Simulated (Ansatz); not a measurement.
CH8OSSi2 can be A, `O[SiH2]C[SiH2]S`, or B, `[SiH3]OC([SiH3])S`.

Isolated molecules relaxed with PBE0-D4/def2-TZVP in Ansatz; ΔE leaves out vibrations. CBS: MP2 limit from def2 TZ/QZ plus the TZ coupled-cluster correction, frozen cores. Functionals use def2-TZVPP. B3LYP here is the variant with VWN-RPA as its local correlation; programs differ in this. One conformer a species, not always the lowest.

Problem. Which isomer does CCSD(T)/CBS put lower? Give the gap. (Best estimate.)

Solution. Ansatz gave: A, by 52.2 kcal/mol.

Problem. Give E(B) − E(A) in kcal/mol with ωB97M-V, HF/def2-TZVPP, CCSD(T)/def2-TZVPP, PBE-D4, B3LYP-D4, r2SCAN-D4, MP2/def2-TZVPP. (Estimate.)

Solution. Ansatz gave: ωB97M-V 51.2, HF/def2-TZVPP 51.3, CCSD(T)/def2-TZVPP 51.0, PBE-D4 49.3, B3LYP-D4 48.5, r2SCAN-D4 51.9, MP2/def2-TZVPP 53.3. None reverses the order clearly.

Largest T1 diagnostic: 0.012.

From PBE to PBE0 (25 % exact exchange), in def2-TZVPP and without D4, E(B) − E(A) moves by +2.2 kcal/mol. The D4 term adds −1.3 kcal/mol with B3LYP and −0.7 kcal/mol with PBE0; it sums over pairs of atoms, weighted by their polarisabilities, and B3LYP, whose exchange is more repulsive, gets the larger term.
